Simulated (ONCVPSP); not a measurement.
**silicon (Si) ONCV: all-electron and pseudo phase curves**

silicon (Si), optimised norm-conserving Vanderbilt (ONCV), made with ONCVPSP 4.0.1 (PBE, scalar-relativistic). Core [Ne], reference 3s2 3p2. Waves: 3s: rc 1.60 bohr, ncon 4, nbas 9, qcut 4.4 1/bohr, 1 projector; 3p: rc 2.05 bohr, ncon 4, nbas 8, qcut 3.2 1/bohr, 3 projectors, debl 3.6 Ha; d scattering state at 0.39 Ha: rc 1.60 bohr, ncon 4, nbas 7, qcut 7.2 1/bohr, local. Local part: the d channel. Core correction: Teter function, fcfact 4.25, rcfact 1.4.

The phase is arctan(r·R′/R) of the radial function R(r), unwrapped; energies in Ha, scanned from -2 to 5 Ha. A pole is an energy at which the radial function vanishes at the test radius. The pseudo phase is shifted by a multiple of π to meet the all-electron one at the reference energy, and phase errors are pseudo minus all-electron; the curves can meet again beyond the range given. Levels narrower than the energy grid can be missing from the lists of poles.

Question: For each channel, where are the poles, and over which energies does the pseudopotential scatter like the atom?

Answer:

| channel | radius (bohr) | reference energy (Ha) | poles, all-electron | poles, pseudo | unbroken range about the reference energy with phases within 0.05 rad | phase error 1 Ha above the reference energy (rad) |
| --- | --- | --- | --- | --- | --- | --- |
| s | 1.63 | -0.40 | 2.67 | 0.60, 3.16 | below 0.3 | -0.325 |
| p | 2.08 | -0.15 | 1.29 | 1.29 | the whole range | -0.000 |
| d | 1.63 | 0.39 | 2.88 | 3.00 | below 4.0 | +0.005 |

Note: no bound ghost flagged; GHOST(+) flagged for s at 20.1 eV.

Phases in the s channel:

```csv
E (Ha),all-electron,pseudo
-1.98,0.939,0.913
-1.62,0.780,0.753
-1.26,0.522,0.495
-0.90,0.109,0.093
-0.54,-0.400,-0.402
-0.18,-0.808,-0.812
0.18,-1.064,-1.094
0.54,-1.222,-1.400
0.90,-1.326,-4.298
1.26,-1.400,-4.463
1.62,-1.456,-4.540
1.98,-1.501,-4.594
2.34,-1.540,-4.637
2.70,-1.574,-4.672
3.06,-1.605,-4.704
3.42,-1.637,-4.734
3.78,-1.669,-4.763
4.14,-1.705,-4.793
4.50,-1.746,-4.826
4.86,-1.798,-4.864
```
